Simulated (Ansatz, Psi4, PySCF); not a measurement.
chlorotrifluoromethane (CClF$_{3}$), singlet, geometry from GFN2-xTB. Base run: PySCF with CCSD(T)/STO-3G.

The PySCF input:
```python
from pyscf import gto, scf, cc

mol = gto.M(
    atom='''
F    -0.86134566   -0.63254016   -1.02874238
C    -0.35035604   -0.00774362    0.01889747
F    -0.84407447    1.21875581    0.05006863
F    -0.74576507   -0.64039210    1.11088556
Cl    1.42134135    0.03141469   -0.07666418
''',
    basis='sto-3g',
    verbose=4,
)

mf = scf.RHF(mol)
mf.kernel()

mycc = cc.CCSD(mf)
mycc.kernel()
et = mycc.ccsd_t()
print('E(CCSD(T)) = %.10f' % (mycc.e_tot + et))
```

The same geometry, method and basis name were run in Ansatz (an electronic-structure program) and Psi4 and PySCF, at each program's defaults and at the settings that a row names. The base is PySCF at its defaults. Differences at the defaults can come from grids, fitting, cores and function types together.

| code and settings | ΔE vs base (mEh) | basis functions | E (Eh) | SCF cycles |
|---|---|---|---|---|
| PySCF, defaults (exact integrals, spherical functions, all electrons correlated) | 0.000 | 29 | -786.23694 | 8 |
| Psi4, defaults (exact integrals, spherical functions, all electrons correlated) | 0.000 | 29 | -786.23694 | 9 |
| Ansatz, defaults (factorised integrals, spherical functions, frozen core) | 0.508 | 29 | -786.23643 | - |
| PySCF, frozen core | 0.498 | 29 | -786.23644 | 8 |
| Psi4, exact integrals, spherical functions, frozen core | 0.498 | 29 | -786.23644 | 9 |
| Ansatz, high accuracy, frozen core | 0.498 | 29 | -786.23644 | - |
